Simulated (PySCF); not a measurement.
F2Sr, SMILES [F][Sr][F] (connectivity only; charge and spin as stated), charge +1, multiplicity 2. The structure is a stationary point at B3LYP-D3(BJ)/def2-TZVP. The multiplicity is an assumed one; other spin states were not compared. The isomer is the one that the SMILES or the coordinates give; other isomers of the formula were not compared. The def2 effective core potentials stand for the cores of Sr; spin–orbit coupling is left out.

All values below come from PySCF with B3LYP-D3(BJ)/def2-TZVP.

Harmonic wavenumbers (cm⁻¹): 288, 321, 465. Rotational constants (GHz): 13.24, 4.879, 3.566; symmetry number 2.

### Question
Work out the zero-point energy and the ideal-gas rigid-rotor harmonic-oscillator thermochemistry at 298.15 K and 1 atm.

### Answer
ZPE = ½ Σ hcν = ½ × 1074 cm⁻¹ = 6.43 kJ/mol. H − E(el) = 19.18 kJ/mol. Entropy in J/(mol K): translation 169.02, rotation 97.78, vibration 14.82, spin 5.76, total 287.39. G − E(el) = -66.51 kJ/mol. Cp = 52.74 J/(mol K).
